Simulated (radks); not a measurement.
The numbers below are computed, except where a source is named.
Q: Zr III, 38 electrons, occupied as [Kr] 4d2. Level of theory: scalar-relativistic Kohn-Sham, PBE, spin-polarised, spherical densities, finite nucleus; open shells are filled with parallel spins first (spin-orbit coupling, left out, can overturn this in heavy ions); Fermi nuclear charge, rms radius 4.2694 fm; hard spherical wall at 5 bohr (a radial shooting solver on a logarithmic mesh with Libxc functionals). Some entries of the table are withheld. Estimate them.

orbital  occ.  eigenvalue (eV)  <1/r> (bohr^-1)
1s down     1        -17838.67            41.25
1s up       1        -17838.66            41.25
2s up       1        -2483.729            9.250
2s down     1        -2483.554            9.250
2p up       3        -2216.380            9.013
2p down     3        -2216.254            9.013
3s up       1        -418.6795            3.140
3s down     1        -418.5880            3.140
3p up       3        -331.5793            2.981
3p down     3        -331.4779            2.981
3d up       5        -188.6460            2.740
3d down     5        -188.4855            2.740
4s up       1         -68.9353            1.111
4s down     1         -67.7711            1.119
4p up       3         -46.9923           0.9737
4p down     3         -45.6283           0.9818
4d up       2         -17.3750           0.6747
4d down     0         -15.7728           0.6762
5s up       0         -14.6290              (1)
5s down     0         -13.3056              (2)
5p up       0          -8.4333              (3)
5p down     0          -7.1808              (4)
4f up       0           1.9960           0.3840
4f down     0           3.4399           0.3819

A: 
(1) 5s up <1/r> (bohr^-1): 0.4692
(2) 5s down <1/r> (bohr^-1): 0.4657
(3) 5p up <1/r> (bohr^-1): 0.4483
(4) 5p down <1/r> (bohr^-1): 0.4468
